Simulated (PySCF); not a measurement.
**State search for SbBr**

Unrestricted PBE0; basis Sb cc-pVDZ-PP with ECP28, Br cc-pVDZ-PP with ECP10; scalar-relativistic core potentials; PySCF 2.14. Outer shells of the fragments: Sb 4d10 5s2 5p3; Br 3d10 4s2 4p5.

Followed along the bond (rough minima from three points):

| 2Ms+1 | unpaired | ⟨S²⟩ at the start | R at minimum (Å) | Te (eV) |
| --- | --- | --- | --- | --- |
| 3 | π ↑↑ | 2.00 | 2.52 | 0.00 |
| 1 | π ↑↓ | 1.01 | 2.51 | 0.31 |
| 1 | none | 0.00 | 2.51 | 1.21 |
| 5 | σ ↑↑, π ↑↑ | 6.00 | none in the scan | ≤ 4.16 |

Solutions found at the starting distance of 2.480 Å, counted from the lowest of them; the search is not exhaustive and high or unbound solutions are not listed, so other states can lie among these:

```tsv
2Ms+1	unpaired	term	E (eV)	⟨S²⟩	⟨Lz²⟩	μ (D)
3	π ↑↑	³Σ⁻	0.00	2.00	0.00	-1.99
1	π ↑↓	mixed	0.31	1.01	2.01	-1.90
1	none	mixed	1.21	0.00	2.00	-1.61
3	σ ↑, π ↑	³Π	2.77	2.01	1.01	-2.02
1	σ ↓, π ↑	mixed	3.04	1.01	1.01	-1.95
3	π ↑↑	mixed	4.67	2.00	2.01	3.56
3	σ ↑, π ↑	³Π	4.68	2.01	1.00	0.74
1	σ ↓, π ↑	mixed	4.96	1.01	1.00	1.03
5	σ ↑↑, π ↑↑	⁵Σ⁻	5.01	6.00	0.00	0.01
5	σ ↑, π ↑↑↑	⁵Π	5.14	6.00	1.00	2.82
```

A term symbol is given only where ⟨S²⟩ and ⟨Lz²⟩ are close to those of a pure state; real π, δ and φ orbitals otherwise mix terms. A positive dipole means Sb(−)Br(+).

Spin–orbit coupling is left out. Counting both spins, an empty level lies below a filled one in some of these solutions, because spin and occupation are held.
